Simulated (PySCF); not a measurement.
Be(NMe2)(SH) (C2H7BeNS), SMILES C[N](C)[Be][SH]. Heavy atoms are numbered as in [Be:1]([N:2]([CH3:3])[CH3:4])[SH:11]. Hydrogens are named by the atom that carries them.

Geometry optimised at r2SCAN-D4/def2-SVP. The structure was generated by enumeration; whether it is a known compound was not checked. Other conformers were not sampled.

The numbers are results of PBE/def2-TZVP run with PySCF, not measurements.

ESP charges are fitted to the potential on shells at 1.4 to 2.0 van der Waals radii. Atomic charges (e), one atom of each kind:

```json
[
 {"atom": "Be1", "Löwdin": "-0.28", "ESP fit": "0.33", "Mulliken": "0.04", "meta-Löwdin": "1.20"},
 {"atom": "N2", "Löwdin": "-0.02", "ESP fit": "-0.02", "Mulliken": "0.07", "meta-Löwdin": "-0.75"},
 {"atom": "C3 (CH3)", "Löwdin": "-0.33", "ESP fit": "-0.54", "Mulliken": "-0.33", "meta-Löwdin": "-0.24"},
 {"atom": "H on C3", "Löwdin": "0.11", "ESP fit": "0.16", "Mulliken": "0.11", "meta-Löwdin": "0.10"},
 {"atom": "S11 (SH)", "Löwdin": "0.18", "ESP fit": "-0.36", "Mulliken": "-0.29", "meta-Löwdin": "-0.71"},
 {"atom": "H on S11", "Löwdin": "0.08", "ESP fit": "0.15", "Mulliken": "0.15", "meta-Löwdin": "0.11"}
]
```
